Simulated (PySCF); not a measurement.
Vertical excitations of a molecule CH8O2Si2 from TDA-ωB97X/def2-SVPD (PySCF 2.14.0), as energy in eV (oscillator strength): 6.60 (0.001), 7.39 (0.003), 7.47 (0.002), 7.93 (0.011), 8.32 (0.003), 8.47 (0.139), 8.58 (0.028), 8.69 (0.034), 8.93 (0.096), 8.94 (0.139). Lowest triplet (TDA): 6.26 eV. The structure is a stationary point at B3LYP-D3(BJ)/def2-SVP. Other conformers were not sampled.

**Question.** Pick the molecule that these values belong to.
A. O[SiH2]C[SiH2]O
B. C[Si@@H](O)O[SiH3]
C. O[SiH2][C@H](O)[SiH3]
D. OC[SiH2]O[SiH3]

**Answer.** D, OC[SiH2]O[SiH3]
